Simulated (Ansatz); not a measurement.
A trace of molecular dynamics of C2H6BF (10 atoms, charge 0, multiplicity 1).

All numbers below come from Ansatz 0.2.0, RKS B3LYP-D4/def2-SVP.

```
ensemble        : NVT, Langevin thermostat
set temperature : 700 K
friction        : 0.01 /fs
seed            : 780110
```

```tsv
time (fs)	T (K)	potential energy less start (eV)
0	630	0.000
8	1696	4.572
16	6077	14.983
24	505117	33.426
32	424621	37.075
40	362652	41.671
48	311278	40.557
56	266482	37.683
64	229285	42.229
72	196262	42.837
80	166567	41.310
88	143553	41.898
96	122303	41.390
104	104589	42.219
112	88969	41.532
120	79922	45.164
128	67873	46.694
136	57242	46.715
144	48108	46.780
152	40913	46.796
160	35386	46.747
```

Q: Is this trajectory sound?

A: The temperature shot up to 510000 K, far beyond the bath's, so the integration failed: the time step of 4 fs is too long for the fastest motions that this run met, and the later frames carry no physical meaning.

Run time: 10 min on 1 thread of Arm Neoverse V1, with other jobs on the host, peak memory 0.19 GiB.
